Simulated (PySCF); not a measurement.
Vertical excitations of a molecule C5H9N from TDA-PBE/def2-SVPD (PySCF), as energy in eV (oscillator strength): 4.20 (0.001), 5.09 (0.025), 5.45 (0.008), 5.96 (0.004), 6.33 (0.002), 6.45 (0.006), 6.59 (0.038), 6.79 (0.000), 6.83 (0.030), 6.94 (0.066). Lowest triplet (TDA): 3.85 eV. Coordinates come from a B3LYP-D3(BJ)/def2-SVP optimisation. The values are those of a single conformer.

Problem. Which molecule gave these data?
(A) C#CCCNC
(B) C/C=N/C1CC1
(C) C=C(C)/C=N/C
(D) C=C1CN(C)C1

Solution. D, C=C1CN(C)C1
